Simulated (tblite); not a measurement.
Species: C8H11 (doublet state).
SMILES with atom numbers: `[CH:1]#[C:2][C@@H:3]1[CH2:4][C@@H:5]1[CH:6][CH2:7][CH3:8]` (hydrogens: H9 on C1; H10 on C3; H11, H12 on C4; H13 on C5; H14 on C6; H15, H16 on C7; H17, H18, H19 on C8)

Computed geometry: GFN2-xTB, gas phase. This method treats the open shell by occupation alone, without spin polarisation.

Task: Give the optimised bond lengths and angles.

Result: 
```
                  bond  length (pm)
                 C1≡C2        120.0
                 C2–C3        141.9
                 C3–C4        149.7
                 C4–C5        151.1
                 C5–C6        143.0
                 C6–C7        148.2
                 C7–C8        153.9
                 C3–C5        156.5
                 C1–H9        104.8
                C3–H10        108.4
                C4–H11        108.0
                C4–H12        108.0
                C5–H13        108.5
                C6–H14        107.8
                C7–H15        109.3
                C7–H16        109.5
C8–H17, C8–H18, C8–H19        108.7
```

Bonds in one row agree within 1 pm and their mean is given. A selection of angles:
```
     angle  degrees
  C2–C1–H9    178.9
  C1–C2–C3    178.8
  C2–C3–C4    120.3
  C2–C3–C5    119.7
 C2–C3–H10    114.1
  C4–C3–C5     59.1
 C4–C3–H10    117.7
 C5–C3–H10    115.1
  C3–C4–C5     62.7
 C3–C4–H11    117.1
 C3–C4–H12    118.2
 C5–C4–H11    116.9
 C5–C4–H12    118.2
H11–C4–H12    114.3
  C4–C5–C6    121.6
 C4–C5–H13    116.1
 C6–C5–H13    114.8
  C3–C5–C4     58.2
  C3–C5–C6    121.5
 C3–C5–H13    113.0
  C5–C6–C7    122.5
 C5–C6–H14    118.5
 C7–C6–H14    118.0
  C6–C7–C8    111.6
 C6–C7–H15    110.2
 C6–C7–H16    109.9
 C8–C7–H15    108.9
 C8–C7–H16    108.0
H15–C7–H16    108.3
 C7–C8–H17    110.2
H17–C8–H18    108.9
H17–C8–H19    108.3
```

Torsions: C2–C3–C4–C5 -109° (anticlinal); C3–C4–C5–C6 110° (anticlinal); C4–C5–C6–C7 163° (antiperiplanar); C5–C6–C7–C8 99° (anticlinal); C2–C3–C5–C4 110° (anticlinal).

The 3-membered ring C3–C4–C5 has internal angles of 58.2° to 62.7°. Of the pairs four or more bonds apart, C2···H14 is among the closest relative to their van der Waals radii: 2.86 Å, 99 % of the sum of Bondi's values. C6 (carbon bonded to 2 C and H) is almost planar (angles 122.5°, 118.5° and 118.0°, sum 359.0°, 0.07 Å off the plane of its three neighbours). The 8 C–C bonds span 1.200 Å (C1≡C2, drawn triple) to 1.565 Å (C3–C5, drawn single), a spread of 0.365 Å.

Point group: C1 (no symmetry element, even within 0.4 Å). Its GFN2-xTB frequencies are all real (lowest 35 cm⁻¹). 2 starts were optimised and ended at 0.00 and 0.38 kcal/mol (GFN2-xTB); the lowest of these is shown.

One conformer stands for the species.
